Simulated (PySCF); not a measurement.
**Electronic structure of [AgF4]2-**

[AgF4]2-: Ag(II) (d9), charge -2. The structure is a PBE0-D3(BJ)/def2-TZVP, IEF-PCM water geometry optimised for multiplicity 2; coordination square planar, point group D4h, metal–donor distances 2.08 Å.

```
5

Ag    0.000    0.000    0.000
F     2.075    0.000    0.000
F    -2.075    0.000    0.000
F     0.000    2.075    0.000
F     0.000   -2.075    0.000
```

Method (PySCF 2.14, density fitting): CASSCF(9,5) with orbitals averaged over all microstates of the shell, strongly contracted NEVPT2 on the averaged canonical orbitals; basis x2c-TZVPall on the metal, x2c-SVPall elsewhere; spin-free X2C; IEF-PCM water; spin-orbit coupling by state interaction with the mean-field operator over all roots.

## Spin-free states

| 2S+1 | deg. | symmetry | free-ion term | CASSCF / cm⁻¹ | NEVPT2 / cm⁻¹ | f(ED) | occupations |
| --- | --- | --- | --- | --- | --- | --- | --- |
| 2 | 1 | 2B1g | 2D 1.00 | 0 | 0 | – | 2.0 2.0 2.0 2.0 1.0 |
| 2 | 1 | 2B2g | 2D 1.00 | 14358 | 18561 | 0 | 2.0 2.0 2.0 1.0 2.0 |
| 2 | 2 | 2Eg | 2D 1.00 | 19106 | 23614 | 0 | 2.0 1.5 1.5 2.0 2.0 |
| 2 | 1 | 2A1g | 2D 1.00 | 19536 | 24464 | 0 | 1.0 2.0 2.0 2.0 2.0 |

Energies are counted from the ground state at NEVPT2 level. Weights follow the labels. f(ED) is the electric-dipole oscillator strength from the ground state at the fixed geometry, without vibronic coupling; occupations, where given, run over the ligand-field orbitals from the lowest.

## Ligand-field fit



```json
{"orbital": "1", "CASSCF / cm⁻¹": "0", "NEVPT2 / cm⁻¹": "0", "metal share": "0.94", "main function": "z2 1.00"}
{"orbital": "2", "CASSCF / cm⁻¹": "430", "NEVPT2 / cm⁻¹": "850", "metal share": "0.97", "main function": "degenerate set"}
{"orbital": "3", "CASSCF / cm⁻¹": "430", "NEVPT2 / cm⁻¹": "850", "metal share": "0.97", "main function": "degenerate set"}
{"orbital": "4", "CASSCF / cm⁻¹": "5178", "NEVPT2 / cm⁻¹": "5903", "metal share": "0.96", "main function": "xy 1.00"}
{"orbital": "5", "CASSCF / cm⁻¹": "19536", "NEVPT2 / cm⁻¹": "24464", "metal share": "0.86", "main function": "x2-y2 1.00"}
```

Angular-overlap fit (NEVPT2, isotropic π): F eσ = 9556, eπ = 2527; eds = 1338 cm⁻¹ (rms 0).

ζ = 1694 cm⁻¹, against 1770 for the free ion.

Spin-orbit levels:

```
E / cm⁻¹  deg.               make-up    g (S′ = 1/2)
     0.0     2             0.99 2B1g  2.09 2.09 2.57
 18540.3     2  0.92 2B2g + 0.08 2Eg  1.08 2.53 2.53
 22633.4     2  0.50 2A1g + 0.50 2Eg  0.96 3.28 3.28
 23411.0     2  0.92 2Eg + 0.08 2B2g  0.43 0.43 3.57
 26714.3     2  0.50 2Eg + 0.50 2A1g  0.96 1.28 1.28
```

Magnetism:

The ground doublet has g = 2.091, 2.091, 2.572. μeff is 1.98 μB at 300 K and 1.96 μB at 10 K; the spin-only value is 1.73 μB.

| T / K | χT / cm³ K mol⁻¹ | μeff / μB | χT along axes a, b, c |
| --- | --- | --- | --- |
| 2 | 0.480 | 1.96 | 0.41 0.41 0.62 |
| 5 | 0.480 | 1.96 | 0.41 0.41 0.62 |
| 10 | 0.480 | 1.96 | 0.41 0.41 0.62 |
| 20 | 0.481 | 1.96 | 0.41 0.41 0.62 |
| 30 | 0.481 | 1.96 | 0.41 0.41 0.62 |
| 50 | 0.482 | 1.96 | 0.41 0.41 0.62 |
| 75 | 0.483 | 1.97 | 0.41 0.41 0.63 |
| 100 | 0.484 | 1.97 | 0.41 0.41 0.63 |
| 150 | 0.485 | 1.97 | 0.41 0.41 0.63 |
| 200 | 0.487 | 1.97 | 0.41 0.41 0.64 |
| 250 | 0.489 | 1.98 | 0.41 0.41 0.64 |
| 300 | 0.491 | 1.98 | 0.41 0.41 0.64 |

Axes in the frame of the coordinates: a = (0.80, -0.60, 0.00); b = (-0.60, -0.80, 0.00); c = (0.00, 0.00, 1.00).

Powder magnetisation at 2 K: 0.21 μB at 0.5 T, 0.41 μB at 1 T, 0.72 μB at 2 T, 0.92 μB at 3 T, 1.08 μB at 5 T, 1.12 μB at 7 T.

NEVPT2 lifts 2B2g from 14358 to 18561 cm⁻¹; on the d shell alone such lifts tend to overshoot.

The job took 8.3 s on one thread of Arm Neoverse V2 (shared host), with 119 basis functions, launched as `OMP_NUM_THREADS=1 python lf_run.py task.json out`.
